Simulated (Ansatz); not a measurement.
## CBr2ClF: a line through the functionals

The species is CBr2ClF (5 atoms), meant as a singlet with charge 0. SMILES: `FC(Cl)(Br)Br`. Geometry: relaxed at PBE0-D4/def2-TZVP.

The HOMO–LUMO gap y, in eV, basis cc-pVDZ; a is the functional's share of exact exchange. Programs: Ansatz 0.2.0.

| functional | program | a | y (eV) |
| --- | --- | --- | --- |
| revPBE | Ansatz | 0 | 4.24 |
| BLYP | Ansatz | 0 | 4.16 |
| B3LYP | Ansatz | 0.2 | ? |
| PBE0 | Ansatz | 0.25 | 6.50 |
| r2SCAN0 | Ansatz | 0.25 | 6.74 |
| BHLYP | Ansatz | 0.5 | 8.76 |

Fit y = c + s·a to the known rows and predict B3LYP.


1. Means of the 5 rows: a = 0.2000, y = 6.080.
2. Σ(Δa)² = 0.175, Σ(Δa·Δy) = 1.61, so the slope is 1.61/0.175 = 9.2.
3. Intercept: 6.080 − (9.2) × 0.2000 = 4.240. The largest residual of the fit is 0.20.
4. B3LYP: 4.240 + (9.2) × 0.2 = 6.08 eV.

The run gave 5.99 eV, so the prediction is off by +0.09 eV, within the largest residual. Exact exchange lowers occupied levels and raises empty ones. The rows mix families of semi-local functionals, which the line can't see.
